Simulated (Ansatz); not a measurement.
`CS[SiH](C)Cl` and `CO[SiH](C)Cl` differ in one element.

Ansatz, PBE0-D4/def2-TZVP geometries, multiplicity 1. Each molecule was computed in one conformer, which needn't be the lowest.

```tsv
property	`CS[SiH](C)Cl`
HOMO energy (PBE0/def2-TZVPP) / eV	-7.12
LUMO energy (PBE0/def2-TZVPP) / eV	0.09
LUMO energy (ωB97M-V/def2-TZVPP) / eV	1.90
ideal-gas entropy at 298 K and 1 bar (rigid rotor, harmonic PBE0-D4/def2-TZVP) / J/(mol·K)	381
size of the dipole moment (ωB97M-V/def2-TZVPP) / D	1.07
HOMO–LUMO gap (PBE0/def2-TZVPP) / eV	7.21
```

Question: What does the change do to each property? (Estimate.)

Answer: Ansatz gave: 
```
                                                                                  property  `CO[SiH](C)Cl`  shift
                                                        HOMO energy (PBE0/def2-TZVPP) / eV           -8.37  -1.25
                                                        LUMO energy (PBE0/def2-TZVPP) / eV            1.06   0.97
                                                     LUMO energy (ωB97M-V/def2-TZVPP) / eV            2.48   0.58
ideal-gas entropy at 298 K and 1 bar (rigid rotor, harmonic PBE0-D4/def2-TZVP) / J/(mol·K)             366    -15
                                        size of the dipole moment (ωB97M-V/def2-TZVPP) / D            2.02   0.95
                                                      HOMO–LUMO gap (PBE0/def2-TZVPP) / eV            9.43   2.22
```

With PBE0 the HOMO falls by 1.25 eV and the LUMO rises by 0.97 eV, so the gap widens by about 2.22 eV. PBE moves the HOMO by -0.98 eV and ωB97M-V by -1.37 eV. Dipoles are sizes alone; their direction can turn.

Positive LUMOs are unbound, so they and the gaps depend on the basis.
